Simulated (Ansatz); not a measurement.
Cost and result for the atomization energy of CH₆BFGeS (`FB(S)[CH2][GeH3]`) (11 atoms, 10 bonds).

```csv
atom,x (Å),y (Å),z (Å)
F1,0.0606,2.1223,-0.5418
B2,-0.6410,1.0674,-0.1248
S3,-1.8415,1.2966,1.2092
C4,-0.3867,-0.3260,-0.7455
Ge5,1.1437,-1.2047,0.1409
H6,-1.5982,2.6040,1.3998
H7,-0.1226,-0.2418,-1.8028
H8,-1.2350,-1.0048,-0.6405
H9,2.3755,-0.2872,0.0923
H10,0.7870,-1.5060,1.6047
H11,1.4582,-2.5199,-0.5914
```

The species carries charge 0 and has multiplicity 1. Correlated methods include outer-core shells of Ge, which these sets cover unevenly. Scalar relativity is left out up to krypton. All single points use the PBE0-D4/def2-TZVP geometry. It is one conformer, not always the lowest. Program: Ansatz. All runs use 4 threads of an Arm Neoverse N1 on a shared host. Times are those of one run each, without the atoms' runs, and a repeat can differ threefold. Electronic energies, without spin–orbit coupling; frozen cores. CCSD(T)/CBS adds CCSD(T) − MP2 in def2-TZVPP to the MP2 limit, and its time is that of the two runs behind it. T1 = 0.012. With those shells the extrapolation isn't a true limit. B3LYP takes the VWN-RPA correlation (the form of Gaussian; ORCA's B3LYP/G).

CCSD(T)/CBS is a level of theory with its own doubt, some kJ/mol a heavy atom from the limit and from the frozen cores, so smaller differences don't rank the functionals.

```tsv
level	functions	wall time
PBE-D4/def2-TZVPP (with forces)	267	4.9 s
PBE0-D4/def2-TZVPP	267	7 s
r2SCAN-D4/def2-TZVPP (with forces)	267	11 s
B3LYP-D4/def2-TZVPP (with forces)	267	11 s
B2PLYP/def2-TZVPP	267	12 s
ωB97X-V/def2-TZVPP	267	18 s
ωB97M-V/def2-TZVPP (with forces)	267	26 s
MP2/def2-QZVPP	510	53 s
CCSD(T)/def2-TZVPP	267	8.9 min
CCSD(T)/CBS(def2)	–	9.8 min
```

(1) What atomization energy does each give, and how far from CCSD(T)/CBS? (An estimate is asked.)

## Answers

(1) Ansatz gave: 
```tsv
level	atomization (kcal/mol)	difference from CCSD(T)/CBS	per bond
PBE-D4/def2-TZVPP (with forces)	934.4	11.6	1.2
PBE0-D4/def2-TZVPP	923.0	0.2	0.0
r2SCAN-D4/def2-TZVPP (with forces)	929.6	6.8	0.7
B3LYP-D4/def2-TZVPP (with forces)	919.6	-3.2	-0.3
B2PLYP/def2-TZVPP	911.7	-11.1	-1.1
ωB97X-V/def2-TZVPP	927.2	4.4	0.4
ωB97M-V/def2-TZVPP (with forces)	924.6	1.8	0.2
MP2/def2-QZVPP	926.9	4.1	0.4
CCSD(T)/def2-TZVPP	904.0	-18.8	-1.9
CCSD(T)/CBS(def2)	922.8	0.0	0.0
```

In def2-TZVPP, CCSD(T) changes the Hartree–Fock value by +210.8 kcal/mol (the triples alone add +12.8 kcal/mol) and MP2 by +222.9 kcal/mol; breaking electron pairs costs correlation energy, which Hartree–Fock lacks. The D4 term adds +9.5 kcal/mol with B3LYP and +5.0 kcal/mol with PBE0; it sums over pairs of atoms, weighted by their polarisabilities, and B3LYP, whose exchange is more repulsive, gets the larger term. From PBE to PBE0 (25 % exact exchange), in def2-TZVPP and without D4, the atomization energy moves by −10.6 kcal/mol: exact exchange takes away binding that semilocal exchange gives to molecules.
